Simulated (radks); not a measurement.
The numbers below are computed, except where a source is named.
Question: The mean radii <r> (bohr) of the occupied orbitals of an atom or ion are listed with their occupations. Level of theory: non-relativistic Kohn-Sham, exchange-only B88, spin-polarised, spherical densities, point nucleus (a radial shooting solver on a logarithmic mesh with Libxc functionals).

| orbital | occ. | <r> |
|---|---|---|
| 1s up | 1 | 0.02165 |
| 1s down | 1 | 0.02165 |
| 2s up | 1 | 0.09172 |
| 2s down | 1 | 0.09172 |
| 2p up | 3 | 0.07766 |
| 2p down | 3 | 0.07766 |
| 3s down | 1 | 0.2343 |
| 3s up | 1 | 0.2343 |
| 3p down | 3 | 0.2242 |
| 3p up | 3 | 0.2242 |
| 3d down | 5 | 0.1974 |
| 3d up | 5 | 0.1974 |
| 4s down | 1 | 0.5270 |
| 4s up | 1 | 0.5270 |
| 4p down | 3 | 0.5371 |
| 4p up | 3 | 0.5371 |
| 4d down | 5 | 0.5627 |
| 4d up | 5 | 0.5627 |
| 5s up | 1 | 1.324 |
| 5s down | 1 | 1.322 |
| 5p up | 3 | 1.512 |
| 5p down | 3 | 1.503 |
| 4f up | 7 | 0.7487 |
| 4f down | 7 | 0.7451 |
| 6s up | 1 | 3.858 |

Name the element and its charge. Open shells, if any, are filled with parallel spins first.

Answer: Z = 70, ytterbium, charge +1: Yb+ in [Xe] 4f14 6s1. The 1s radius gives Z: for a bare nucleus <r> = 1.5/Z, 0.02143 bohr for Z = 70, and screening makes it slightly larger (0.02165 here). The occupations add up to 69, and the charge is Z minus that.
